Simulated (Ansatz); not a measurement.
C₃H₉Cl₂GaSi, SMILES `C[Si](C)(C)[Ga]([Cl])[Cl]`. Total charge 0; spin multiplicity 1. The geometry is a stationary point of PBE0-D4/def2-TZVP. It is one conformer, not always the lowest.

```xyz
16

C    -1.017   -1.275   -0.976
Si   -0.027   -0.073    0.066
C    -0.978    0.453    1.589
C     1.632   -0.814    0.525
Ga    0.402    1.877   -1.286
Cl    1.359    1.780   -3.219
Cl   -0.094    3.904   -0.742
H    -1.991   -0.864   -1.251
H    -0.486   -1.534   -1.894
H    -1.189   -2.198   -0.413
H    -0.414    1.179    2.179
H    -1.182   -0.415    2.224
H    -1.934    0.910    1.324
H     2.228   -0.128    1.130
H     1.479   -1.728    1.108
H     2.210   -1.075   -0.364
```

What is the dipole moment at r2SCAN/def2-TZVPP? (Best estimate.)

Computed: 4.56 D, with components (-0.84, -3.65, 2.59) D in this frame, pointing from negative to positive charge.

And with PBE, B3LYP, ωB97M-V? (An estimate is asked.)

The calculation gave: PBE 4.46 D, B3LYP 4.52 D, ωB97M-V 4.50 D.

Give the Mulliken charges with r2SCAN, ωB97M-V, PBE in def2-TZVPP. (Estimate.)

Computed: 
```
atom  r2SCAN  ωB97M-V    PBE
  C1   -0.30    -0.44  -0.36
 Si2    0.24     0.26   0.17
  C3   -0.29    -0.42  -0.35
  C4   -0.30    -0.44  -0.37
 Ga5    0.52     0.46   0.46
 Cl6   -0.30    -0.27  -0.27
 Cl7   -0.29    -0.27  -0.27
  H8    0.08     0.12   0.11
  H9    0.09     0.13   0.12
 H10    0.07     0.12   0.10
 H11    0.08     0.13   0.11
 H12    0.07     0.12   0.10
 H13    0.08     0.13   0.11
 H14    0.08     0.12   0.11
 H15    0.07     0.12   0.10
 H16    0.09     0.13   0.12
```

B3LYP here is the variant with VWN-RPA as its local correlation; programs differ in this.
